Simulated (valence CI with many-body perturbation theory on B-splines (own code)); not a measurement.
# Os71+: electric-dipole lines

Computed by configuration interaction combined with many-body perturbation theory (CI+MBPT): three valence electrons over a frozen Dirac-Fock core [He], a basis of 11 s, 11 p, 10 d, 8 f, 5 g, 2 h functions for each j, with the one-electron correlation potential Σ1 (screened to all orders), the two-electron term Σ2, the three-electron term Σ3, Breit, model QED; selected single and double excitations, second order for the rest, scaled by the run's own slope (own B-spline code, finite nucleus).

The last digits are not significant, and no measured levels were compared; by estimate large intervals hold to a few tenths of a per cent, small ones and those within an open d or f shell to about a per cent.

Lines 201 to 250 of 583 in falling wavelength, among levels below 16441 eV, chosen from the strongest by gf and those to the six lowest levels. Wavelengths and rates use the calculated energies. Electric multipoles are in the length gauge, E1 and E2 with the static RPA response of the core. Weak lines are less certain than strong ones. Lines between different terms over intervals too small for the method are left out, as are lines whose strength nearly cancels. The highest levels of a list are the least certain.

Levels are named by their leading jj configuration (3d3/2^4 stands for four electrons in 3d with j = 3/2), which in mixed levels can hold well under half, so a name can repeat and another be missing. Letters in brackets count levels of one name in rising energy.

```tsv
λ vac (Å)	Upper	Lower	A (s⁻¹)	S (a.u.)
6.363	(2p3/2^2 3p1/2) J=1/2	(2s 2p3/2 3p1/2) J=3/2 [b]	1.65e+13	4.18e-03
6.362	(2p3/2^2 3d3/2) J=3/2 [b]	(2s 2p3/2 3d3/2) J=5/2 [b]	1.28e+13	6.50e-03
6.361	(2p3/2^2 3s) J=1/2	(2s 2p3/2 3s) J=3/2 [b]	1.61e+13	4.09e-03
6.358	(2p3/2^2 3p1/2) J=1/2	(2s 2p3/2 3p1/2) J=1/2	7.90e+12	2.00e-03
6.357	(2p1/2 2p3/2 3s) J=5/2	(2s 2p1/2 3s) J=3/2	1.06e+13	8.06e-03
6.357	(2s 2p3/2 3p1/2) J=1/2	(2s^2 3p1/2) J=1/2	1.56e+13	3.96e-03
6.356	(2p1/2 2p3/2 3d3/2) J=1/2 [b]	(2s 2p1/2 3d3/2) J=1/2	9.78e+12	2.48e-03
6.355	(2s 2p3/2 3s) J=1/2	(2s^2 3s) J=1/2	1.55e+13	3.93e-03
6.354	(2p1/2 2p3/2 3p1/2) J=1/2	(2s 2p1/2 3p1/2) J=1/2 [a]	1.02e+13	2.58e-03
6.353	(2p1/2 2p3/2 3d5/2) J=3/2 [b]	(2s 2p1/2 3d5/2) J=5/2 [b]	7.88e+12	3.99e-03
6.352	(2s 2p3/2 3p1/2) J=3/2 [b]	(2s^2 3p1/2) J=1/2	1.50e+13	7.57e-03
6.348	(2p1/2 2p3/2 3p3/2) J=3/2 [a]	(2s^2 3d5/2) J=5/2	3.72e+12	1.88e-03
6.344	(2p1/2 2p3/2 3p3/2) J=5/2 [b]	(2s 2p1/2 3p3/2) J=3/2 [b]	5.18e+12	3.92e-03
6.342	(2p1/2 2p3/2 3d3/2) J=3/2 [a]	(2s 2p1/2 3d3/2) J=3/2 [a]	8.83e+12	4.45e-03
6.342	(2p3/2^2 3p3/2) J=3/2 [b]	(2s 2p3/2 3p3/2) J=5/2 [b]	9.65e+12	4.86e-03
6.342	(2p1/2 2p3/2 3d5/2) J=7/2 [b]	(2s 2p1/2 3d5/2) J=7/2	5.52e+12	5.56e-03
6.340	(2p1/2 2p3/2 3d3/2) J=5/2 [a]	(2s 2p1/2 3d3/2) J=3/2 [a]	5.01e+12	3.78e-03
6.339	(2p3/2^2 3d3/2) J=3/2 [b]	(2s 2p3/2 3d3/2) J=3/2 [b]	5.20e+12	2.61e-03
6.339	(2p1/2 2p3/2 3p3/2) J=5/2 [b]	(2s 2p1/2 3p3/2) J=5/2	5.16e+12	3.89e-03
6.339	(2s 2p3/2 3d5/2) J=5/2 [b]	(2s^2 3d5/2) J=5/2	1.24e+13	9.37e-03
6.338	(2p3/2^2 3s) J=1/2	(2s 2p3/2 3s) J=1/2	8.11e+12	2.04e-03
6.336	(2p1/2 2p3/2 3d5/2) J=1/2	(2s 2p1/2 3d5/2) J=3/2	1.10e+13	2.77e-03
6.334	(2s 2p3/2 3p3/2) J=3/2 [b]	(2s^2 3p3/2) J=3/2	1.48e+13	7.44e-03
6.334	(2p1/2 2p3/2 3p1/2) J=3/2 [a]	(2s 2p1/2 3p1/2) J=1/2 [a]	6.45e+12	3.24e-03
6.332	(2s 2p3/2 3s) J=3/2 [b]	(2s^2 3s) J=1/2	1.46e+13	7.34e-03
6.331	(2s 2p3/2 3d3/2) J=1/2 [b]	(2s^2 3d3/2) J=3/2	1.57e+13	3.94e-03
6.330	(2p3/2^2 3d5/2) J=5/2 [b]	(2s 2p3/2 3d5/2) J=7/2 [b]	8.41e+12	6.32e-03
6.330	(2p1/2 2p3/2 3d5/2) J=3/2 [a]	(2s 2p1/2 3d5/2) J=5/2 [a]	4.71e+12	2.36e-03
6.327	(2p3/2^2 3d5/2) J=3/2	(2s 2p3/2 3d5/2) J=1/2	3.95e+12	1.97e-03
6.327	(2p3/2^2 3p3/2) J=5/2	(2s 2p3/2 3p3/2) J=3/2 [a]	3.85e+12	2.89e-03
6.325	(2p1/2 2p3/2 3d5/2) J=5/2 [a]	(2s 2p1/2 3d5/2) J=5/2 [a]	4.11e+12	3.08e-03
6.323	(2s 2p3/2 3d5/2) J=3/2 [b]	(2s^2 3d5/2) J=5/2	1.07e+13	5.35e-03
6.321	(2p1/2 2p3/2 3s) J=3/2 [a]	(2s 2p1/2 3s) J=1/2 [a]	8.94e+12	4.46e-03
6.320	(2s 2p3/2 3p3/2) J=1/2 [b]	(2s^2 3p3/2) J=3/2	1.45e+13	3.60e-03
6.319	(2p1/2 2p3/2 3d3/2) J=1/2 [a]	(2s 2p1/2 3d3/2) J=3/2 [a]	1.11e+13	2.78e-03
6.304	(2p3/2^2 3s) J=3/2	(2s 2p3/2 3s) J=3/2 [a]	9.16e+12	4.53e-03
6.301	(2p3/2^2 3d3/2) J=7/2	(2s 2p3/2 3d3/2) J=7/2	9.25e+12	9.13e-03
6.300	(2p3/2^2 3d3/2) J=5/2	(2s 2p3/2 3d3/2) J=7/2	2.40e+12	1.77e-03
6.298	(2p3/2^2 3d3/2) J=3/2 [a]	(2s 2p3/2 3d3/2) J=3/2 [a]	4.90e+12	2.42e-03
6.291	(2s 2p1/2 2p3/2) J=1/2	(2s^2 2p1/2) J=1/2	1.65e+13	4.07e-03
6.289	(2p3/2^2 3p1/2) J=3/2	(2s 2p3/2 3p1/2) J=3/2 [a]	1.06e+13	5.18e-03
6.289	(2p3/2^2 3p3/2) J=7/2	(2s 2p3/2 3p3/2) J=7/2	9.93e+12	9.75e-03
6.288	(2p3/2^2 3p1/2) J=5/2	(2s 2p3/2 3p1/2) J=5/2	1.09e+13	8.03e-03
6.288	(2p3/2^2 3p3/2) J=5/2	(2s 2p3/2 3p3/2) J=7/2	2.32e+12	1.71e-03
6.284	(2s 2p1/2 2p3/2) J=3/2 [b]	(2s^2 2p1/2) J=1/2	1.52e+13	7.45e-03
6.282	(2p1/2 2p3/2^2) J=3/2	(2s 2p1/2 2p3/2) J=5/2	1.30e+12	6.34e-04
6.280	(2p3/2^2 3d5/2) J=7/2	(2s 2p3/2 3d5/2) J=9/2	2.89e+12	2.83e-03
6.280	(2p3/2^2 3d5/2) J=5/2 [a]	(2s 2p3/2 3d5/2) J=3/2 [a]	3.06e+12	2.25e-03
6.279	(2p3/2^2 3d5/2) J=9/2	(2s 2p3/2 3d5/2) J=9/2	9.26e+12	1.13e-02
6.278	(2p3/2^2 3d3/2) J=3/2 [a]	(2s 2p3/2 3d3/2) J=5/2 [a]	3.98e+12	1.94e-03
```
